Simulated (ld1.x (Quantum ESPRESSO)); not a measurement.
**What one change does to a pseudopotential (indium, TM)**

```json
{"Element": "In", "Generator": "ld1.x (Quantum ESPRESSO) 7.5", "Type": "norm-conserving Troullier–Martins (Kleinman–Bylander form)", "Functional": "PW91", "Relativity": "scalar-relativistic", "Frozen core": "[Kr] 4d10", "Valence charge": "3", "Reference configuration": "5s2 5p1", "Partial waves": "5s (bound): rc 1.90 bohr; 5p (bound): rc 3.10 bohr; 5d channel at 0.45 Ry: rc 3.30 bohr", "Local potential": "all-electron potential smoothed inside 2.90 bohr (lloc = -1)", "Core correction": "Bessel-smoothed model core, default radius (core density twice the valence density)"}
```

Change: wave 5s (bound): rc 1.90 bohr becomes 5s (bound): rc 1.36 bohr.

Cutoffs: the cutoffs (Ry, on a coarse ladder) from which the occupation-weighted sum of valence levels, in a spherical-Bessel basis at the reference potential, stays within 10 and 1 mRy of its value at 400 Ry; they do not see the model core or the augmentation charge, which bear on the density cutoff. Errors are all-electron minus pseudo energies relative to the spin-unpolarised reference configuration.

Question: How do hardness, ghosts and transferability respond?

Answer: The potential gets harder (18 Ry and 40 Ry → 120 Ry and 180 Ry); a bound ghost appears in s, which as a rule spoils a file; of the 7 tests that both files solve, the error grows in 3 and shrinks in 0 by more than 15 % and 0.3 meV (median size 17.8 → 32.2 meV). A smaller radius makes the pseudo-wave follow the all-electron one further in, where it bends more sharply, so more plane waves are needed. That the errors move this way runs against the usual rule that smaller radii transfer better.

```tsv
quantity	base	changed
cutoff, loose	18 Ry	120 Ry
cutoff, tight	40 Ry	180 Ry
loose cutoff by channel (10 mRy a level)	s 8 Ry, p 6 Ry	s 110 Ry, p 6 Ry
bound ghosts	none	s
error for 5s2 5p0, meV [ΔE 5.42 eV]	-18	-19
error for 5s1 5p0, meV [ΔE 24.74 eV]	-229	-229
error for 5s2 5p0.5, meV [ΔE 1.96 eV]	-2.9	-3.1
error for 5s1 5p1, meV [ΔE 12.04 eV]	-58	-67
error for 5s2 5p1.3, meV [ΔE -0.54 eV]	-0.1	-0.1
error for 5s1 5p2, meV [ΔE 5.87 eV]	-18	-32
error for 5s0 5p3, meV [ΔE 12.01 eV]	-66	-139
s: phases at 3.59 bohr within 0.05 rad from the reference energy up to (Ry; the scan ends near 5)	1.3	0.9
p: phases at 3.59 bohr within 0.05 rad from the reference energy up to (Ry; the scan ends near 5)	1.5	1.5
d: phases at 3.59 bohr within 0.05 rad from the reference energy up to (Ry; the scan ends near 5)	1.8	1.8
```

 A true bound ghost makes a file unfit for plane-wave use even where its test errors are small: the radial tests pick states by their node count and pass the ghost by.
